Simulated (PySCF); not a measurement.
# How methods differ on the excitation energy of As⁺

As⁺ [Ar] 3d10 4s2 4p2 (3P) → As⁺ [Ar] 3d10 4s2 4p1 5s1 (3P), as a difference of total energies. Calculation: PySCF 2.14, in x2c-TZVPPall with one added diffuse shell each of s, p, d type (7s6p5d1f, 57 functions); scalar relativity by spin-free X2C-1e. Correlated levels: valence: [Ar] 3d10 frozen; valence and next inner shell: [Ne] frozen. The calculations carry no spin-orbit coupling.

| method | excitation energy (eV) |
| --- | --- |
| UHF | 9.535 |
| LDA | 9.515 |
| PBE | 9.445 |
| PBE0 | 9.595 |
| r2SCAN | 9.872 |
| PBEsol | 9.507 |
| BHandHLYP | 9.637 |
| HSE06 | 9.571 |
| wB97X | 9.775 |
| MP2 (valence) | 9.634 |
| SCS-MP2 (valence) | 9.626 |
| MP2 (valence and next inner shell) | 9.717 |
| SCS-MP2 (valence and next inner shell) | 9.677 |

Task: How much does correlation contribute at MP2 (valence and next inner shell)?

Result: 9.717 − (9.535) = 0.182 eV, measured against UHF.

A first-order spin-orbit estimate (lowest level to lowest level, LS coupling) adds -0.025 eV.

The promoted electron is Rydberg-like, and one or two diffuse shells describe it only roughly, which tends to raise the upper state.
